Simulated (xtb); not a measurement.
C2H6N (SMILES CC[NH]), doublet, at a GFN2-xTB geometry, atoms displaced at random by about 0.05 Å a coordinate. Base run: GFN2-xTB (xtb).

xtb was given this input:
```
$ xtb mol.xyz --gfn 2 --uhf 1 --opt --json

# file mol.xyz
9

C     -1.15238399     0.23869168    -0.08873598
C      0.14463094    -0.37677256    -0.15995555
N      1.24330149     0.29961996     0.39890901
H     -1.84478935    -0.39479598    -0.66278934
H     -1.12657078     1.21433427    -0.64639970
H     -1.49740223     0.33880828     0.89703214
H      0.14230187    -1.47102342     0.25734667
H      0.52757962    -0.59410127    -1.21762311
H      2.07323688    -0.17524248     0.39932978
```

The base run was repeated with changes; each row names its change, and settings that it needs were set with it.

| change | ΔE vs base (µEh) | optimiser steps |
|---|---|---|
| base | 0.0 | 7 |
| opt level = lax | 9.7 | 5 |
| alpb = acetonitrile | -5582 | 7 |
| opt level = vtight | -6.5 | 14 |
| opt level = crude | 27.7 | 4 |
| opt level = extreme | -6.5 | 14 |
| opt level = sloppy | 27.7 | 4 |
| opt level = loose | 9.7 | 5 |
| opt level = tight | -5.9 | 10 |
| alpb = thf | -6288 | 7 |
